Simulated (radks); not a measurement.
Problem. Sn39+, configuration [Ne] 3s1 (the NIST ground configuration). Calculated with a radial shooting solver on a logarithmic mesh with Libxc functionals: scalar-relativistic Kohn-Sham, r2SCAN, spin-polarised, spherical densities, finite nucleus; open shells are filled with parallel spins first (spin-orbit coupling, left out, can overturn this in heavy ions); meta-GGA in the generalised Kohn-Sham scheme; Fermi nuclear charge, rms radius 4.6519 fm. Some entries of the table are withheld. Estimate them.

orbital  occ.  eigenvalue (Ry)  <r> (bohr)
1s up       1        -2318.210     0.02903
1s down     1        -2318.035     0.02904
2s up       1        -494.5344      0.1231
2s down     1        -494.3729      0.1231
2p up       3        -463.2351      0.1072
2p down     3        -463.0399      0.1072
3s up       1        -201.1487      0.2963
3s down     0        -197.9075      0.2968
3p up       0              (1)      0.2864
3p down     0              (2)      0.2864
4s up       0        -106.1043      0.5403

Solution. 
(1) 3p up eigenvalue (Ry): -191.2715
(2) 3p down eigenvalue (Ry): -188.3874
